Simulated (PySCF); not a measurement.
PySCF input (M06-L/def2-TZVPD):

```python
from pyscf import gto, scf, dft

mol = gto.M(
    atom='''
    In    0.62818922    0.31002131    0.21494592
    Br   -0.77838622    1.45236822   -1.56851971
    Br   -0.10107869   -1.88639804    1.26759542
    ''',
    basis='def2-tzvpd',
    ecp='def2-tzvp',
    charge=0,
    spin=1,
    verbose=4,
)

mf = dft.UKS(mol, xc='m06l').density_fit(auxbasis='def2-universal-jkfit')
mf.grids.level = 4
mf.conv_tol = 1e-9
mf.max_cycle = 100
mf.max_memory = 1500
mf.kernel()
if not mf.converged:
    mf = mf.newton()
    mf.kernel(mf.make_rdm1())
for _ in range(2):
    mo, _, stable, _ = mf.stability(return_status=True)
    if stable:
        break
    mf.kernel(mf.make_rdm1(mo, mf.mo_occ))
mf.analyze()
```

End of the output:

```
Extra cycle  E= -5338.49867031473  delta_E= 3.42e-10  |g|= 2.67e-05  |ddm|= 7.61e-05
converged SCF energy = -5338.49867031473  <S^2> = 0.75408956  2S+1 = 2.0040854
uhf_internal: lowest eigs of H = [0.48883866 0.50714774 0.50879513]
<class 'pyscf.df.df_jk.DFUKS'> wavefunction is stable in the internal stability analysis
**** SCF Summaries ****
Total Energy =                       -5338.498670314726951
Nuclear Repulsion Energy =             452.196251423925219
One-electron Energy =                -8404.391960386579740
Two-electron Energy =                 2613.697038647927911
Two-electron Coulomb Energy =         2813.188387249907009
DFT Exchange-Correlation Energy =     -199.491348601978899
HOMO-LUMO gap [eV] =                     0.731554274694848
**** MO energy ****
                             alpha | beta                alpha | beta
MO #1   energy= -482.107680458797  | -482.106959983814  occ= 1 | 1
MO #2   energy= -482.107667708757  | -482.106947282943  occ= 1 | 1
MO #3   energy= -62.3650346274969  | -62.3646240023234  occ= 1 | 1
MO #4   energy= -62.3650224173951  | -62.3646118014581  occ= 1 | 1
MO #5   energy= -56.0711853563415  | -56.0696377680897  occ= 1 | 1
MO #6   energy= -56.0711731718436  | -56.0696257423688  occ= 1 | 1
MO #7   energy= -56.0684891797329  | -56.0679991600603  occ= 1 | 1
MO #8   energy= -56.0684771876825  | -56.067987171038   occ= 1 | 1
MO #9   energy= -56.0683731216281  | -56.0678391044882  occ= 1 | 1
MO #10  energy= -56.068361071563   | -56.0678270928985  occ= 1 | 1
MO #11  energy= -8.68859314977421  | -8.68794135926515  occ= 1 | 1
MO #12  energy= -8.68858258468457  | -8.68793082474697  occ= 1 | 1
MO #13  energy= -6.45932478878602  | -6.4579579154182   occ= 1 | 1
MO #14  energy= -6.45931418090422  | -6.45794740916052  occ= 1 | 1
MO #15  energy= -6.45162311350575  | -6.45114576423487  occ= 1 | 1
MO #16  energy= -6.45161331195275  | -6.45113604116012  occ= 1 | 1
MO #17  energy= -6.45119506306936  | -6.45069061333168  occ= 1 | 1
MO #18  energy= -6.45118621664032  | -6.45068191207653  occ= 1 | 1
MO #19  energy= -4.62105518969658  | -4.61950453097587  occ= 1 | 1
MO #20  energy= -3.04097769518853  | -3.03927284420675  occ= 1 | 1
MO #21  energy= -3.03678395407113  | -3.03501048290194  occ= 1 | 1
MO #22  energy= -3.03438313127563  | -3.03235564346331  occ= 1 | 1
MO #23  energy= -2.53087976400881  | -2.52923591943153  occ= 1 | 1
MO #24  energy= -2.53086745645073  | -2.52922312230393  occ= 1 | 1
MO #25  energy= -2.52901767431979  | -2.52783421076057  occ= 1 | 1
MO #26  energy= -2.52900031218776  | -2.52781771185633  occ= 1 | 1
MO #27  energy= -2.5287157102155   | -2.5275075420169   occ= 1 | 1
MO #28  energy= -2.52871450868264  | -2.52750624418047  occ= 1 | 1
MO #29  energy= -2.52295754198066  | -2.52256802460765  occ= 1 | 1
MO #30  energy= -2.52295014505199  | -2.52256010417491  occ= 1 | 1
MO #31  energy= -2.52294046958419  | -2.52254876530901  occ= 1 | 1
MO #32  energy= -2.52292734271351  | -2.52253637277518  occ= 1 | 1
MO #33  energy= -0.760643182294993 | -0.754950808790727 occ= 1 | 1
MO #34  energy= -0.76016305634859  | -0.753832448418085 occ= 1 | 1
MO #35  energy= -0.748847670457914 | -0.744626948092819 occ= 1 | 1
MO #36  energy= -0.747248836864473 | -0.743602091092808 occ= 1 | 1
MO #37  energy= -0.747188666946376 | -0.742831579467701 occ= 1 | 1
MO #38  energy= -0.711812326867051 | -0.700306127655599 occ= 1 | 1
MO #39  energy= -0.706241596784347 | -0.693742514133634 occ= 1 | 1
MO #40  energy= -0.392460026982263 | -0.379255599594822 occ= 1 | 1
MO #41  energy= -0.324032424238504 | -0.302117964797713 occ= 1 | 1
MO #42  energy= -0.282698792064386 | -0.278591825308827 occ= 1 | 1
MO #43  energy= -0.282547943071696 | -0.276378677877698 occ= 1 | 1
MO #44  energy= -0.27348213060567  | -0.26948748905871  occ= 1 | 1
MO #45  energy= -0.271186978981783 | -0.26648109832466  occ= 1 | 1
MO #46  energy= -0.218750063884044 | -0.191865939931035 occ= 1 | 0
MO #47  energy= -0.093980772260508 | -0.0883167209048594 occ= 0 | 0
MO #48  energy= -0.0429553249010812 | -0.0365905603844264 occ= 0 | 0
MO #49  energy= -0.00617458693120704 | 0.000279631458457996 occ= 0 | 0
MO #50  energy= 0.000207059718138766 | 0.0125675893155814 occ= 0 | 0
MO #51  energy= 0.0270574286206022 | 0.0414817156652459 occ= 0 | 0
MO #52  energy= 0.0296727292835267 | 0.0423570104378728 occ= 0 | 0
MO #53  energy= 0.0326453052676717 | 0.0457615777344879 occ= 0 | 0
MO #54  energy= 0.0396763802268083 | 0.0528032410628223 occ= 0 | 0
MO #55  energy= 0.0510447983864132 | 0.0587501370856722 occ= 0 | 0
MO #56  energy= 0.0535011495262084 | 0.0621494276434866 occ= 0 | 0
MO #57  energy= 0.0542300338291664 | 0.0665226676152317 occ= 0 | 0
MO #58  energy= 0.0542497099264118 | 0.0724511489594046 occ= 0 | 0
MO #59  energy= 0.0790662083988802 | 0.0886709321308061 occ= 0 | 0
MO #60  energy= 0.0812788471569104 | 0.0997373569755536 occ= 0 | 0
MO #61  energy= 0.0853001395806203 | 0.103417939420074  occ= 0 | 0
MO #62  energy= 0.0958429795576827 | 0.113300879249886  occ= 0 | 0
MO #63  energy= 0.102142551056469  | 0.117185733872995  occ= 0 | 0
MO #64  energy= 0.125335239458152  | 0.134818984874293  occ= 0 | 0
MO #65  energy= 0.14945911153712   | 0.159797408441915  occ= 0 | 0
MO #66  energy= 0.153757042608392  | 0.162711376809694  occ= 0 | 0
MO #67  energy= 0.157787317639103  | 0.163515478084762  occ= 0 | 0
MO #68  energy= 0.1664764589641    | 0.172342399401655  occ= 0 | 0
MO #69  energy= 0.169837424689567  | 0.173743016607939  occ= 0 | 0
MO #70  energy= 0.177070698481304  | 0.18600289467702   occ= 0 | 0
MO #71  energy= 0.181550191774843  | 0.187915576637248  occ= 0 | 0
MO #72  energy= 0.182662148632224  | 0.189353290772522  occ= 0 | 0
MO #73  energy= 0.194015135509659  | 0.197714043986881  occ= 0 | 0
MO #74  energy= 0.212970975462634  | 0.216340776401054  occ= 0 | 0
MO #75  energy= 0.22471977187949   | 0.228315259088718  occ= 0 | 0
MO #76  energy= 0.238889377490583  | 0.243551079445097  occ= 0 | 0
MO #77  energy= 0.251272811072484  | 0.253929306312065  occ= 0 | 0
MO #78  energy= 0.256079288297691  | 0.259113628227233  occ= 0 | 0
MO #79  energy= 0.290324838293455  | 0.289441504318209  occ= 0 | 0
MO #80  energy= 0.291989795129851  | 0.30652750045461   occ= 0 | 0
MO #81  energy= 0.305606117513907  | 0.308159879685404  occ= 0 | 0
MO #82  energy= 0.338352676697353  | 0.338246689008061  occ= 0 | 0
MO #83  energy= 0.376759013179463  | 0.377473984935773  occ= 0 | 0
MO #84  energy= 0.380741133407521  | 0.382026474446008  occ= 0 | 0
MO #85  energy= 0.384760166097866  | 0.386468120771929  occ= 0 | 0
MO #86  energy= 0.409275647052241  | 0.42090744005122   occ= 0 | 0
MO #87  energy= 0.423843387412014  | 0.425956724165764  occ= 0 | 0
MO #88  energy= 0.431973399338299  | 0.435773627625026  occ= 0 | 0
MO #89  energy= 0.454758502267105  | 0.461754780587618  occ= 0 | 0
MO #90  energy= 0.463980018589877  | 0.46579399519992   occ= 0 | 0
MO #91  energy= 0.467009647707387  | 0.474668589521966  occ= 0 | 0
MO #92  energy= 0.478255342521035  | 0.483889280190535  occ= 0 | 0
MO #93  energy= 0.481475731848554  | 0.48499219811945   occ= 0 | 0
MO #94  energy= 0.4884753831734    | 0.491257079610854  occ= 0 | 0
MO #95  energy= 0.494430876522098  | 0.501252196665329  occ= 0 | 0
MO #96  energy= 0.518078328936795  | 0.527033548086257  occ= 0 | 0
MO #97  energy= 0.538690406810547  | 0.547279375230752  occ= 0 | 0
MO #98  energy= 0.557456274666409  | 0.568196223541879  occ= 0 | 0
MO #99  energy= 0.584530219450312  | 0.595094670277991  occ= 0 | 0
MO #100 energy= 0.607540249255327  | 0.620680336886992  occ= 0 | 0
MO #101 energy= 0.649852534596489  | 0.66262942608044   occ= 0 | 0
MO #102 energy= 0.683297350817508  | 0.690422116340304  occ= 0 | 0
MO #103 energy= 0.715363606901659  | 0.721621587922601  occ= 0 | 0
MO #104 energy= 0.808489651579534  | 0.81377137201925   occ= 0 | 0
[...]
```

It need not be the lowest isomer of its formula.
